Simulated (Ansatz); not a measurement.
# Relative stability

The two ends of one reaction step of BH$_{2}$SBrF$_{2}$, singlet (PBE0-D4/def2-TZVP).

A:

B1  (-0.797, -0.681, -0.774)
Br2  (0.514, -0.243, -2.106)
F3  (-1.867, 0.067, -0.647)
F4  (-0.728, -1.832, -0.150)
H5  (1.691, 0.192, 1.277)
S6  (0.473, 0.687, 1.546)
H7  (0.715, 1.811, 0.854)
(Å)

B:

B1  (-1.139, -0.403, 0.345)
Br2  (2.426, -0.058, -1.970)
F3  (-2.003, 0.390, -0.251)
F4  (-1.305, -1.704, 0.261)
H5  (1.761, 0.010, -0.704)
S6  (0.270, 0.237, 1.283)
H7  (-0.009, 1.527, 1.036)
(Å)

Program: Ansatz 0.2.0. Basis: def2-TZVPP. Cores are frozen in the correlated methods. Filled d shells of the heavier atoms are correlated. The def2 sets are not built for correlating such inner shells, so the correlated values are less sure here. B3LYP uses VWN-RPA correlation.

Question: Which structure is lower at CCSD(T), and by how much? (An estimate is asked for; the value comes from the calculation.)

Answer: Computed: A, by 9.4 kJ/mol (electronic energy, against the other). By their contacts, A is a complex of BBrF₂ ([F][B]([F])[Br]) + H₂S and B is a complex of BHSF₂ ([F][B]([F])[SH]) + HBr.

All methods give the same order:

```csv
method,E(B) − E(A) (kJ/mol)
SPW92,6.0
PBE-D4,4.7
BLYP-D4,5.6
r2SCAN-D4,8.5
B97M-V,5.7
PBE0-D4,6.6
B3LYP-D4,7.0
r2SCAN0-D4,9.5
BHLYP-D4,10.0
CAM-B3LYP-D4,7.0
wB97X-V,9.9
wB97M-V,12.1
B2PLYP,5.7
PBE-QIDH,8.2
RPA on PBE,10.7
HF,8.3
MP2,10.6
CCSD,9.6
CCSD(T),9.4
```

No T1 diagnostic of these runs exceeds 0.011.

Labels in which every atom is bracketed show which atoms are joined, not bond orders.

For scale, one of the runs: CCSD(T)/def2-TZVPP, 211 basis functions, launched by `ansatz run in.yaml --threads 4 --pin off --events-out ev --progress --plain --max-ram 9574MiB`. Hardware: 4 CPU threads of an Arm Neoverse V2, shared host. Wall time 2.1 min; peak host memory 3.1 GiB.
